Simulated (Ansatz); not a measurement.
C2H2Cl2Si, SMILES C#C[SiH](Cl)Cl.

Geometry optimised at B3LYP-D3(BJ)/def2-SVP.

Two levels are set side by side: PBE/def2-SVPD (Ansatz, an electronic-structure program) and CAM-B3LYP/def2-SVPD (Ansatz). Energy differences of separate SCF runs at the same geometry; the states with an electron removed or added have multiplicity 2 and 2. Differences are taken from unrounded values.

```
quantity                           CAM-B3LYP    PBE  PBE minus CAM-B3LYP
---------------------------------  ---------  -----  -------------------
vertical ionisation energy (eV)        11.13  10.43                -0.70
vertical singlet–triplet gap (eV)       5.01   4.93                -0.08
```
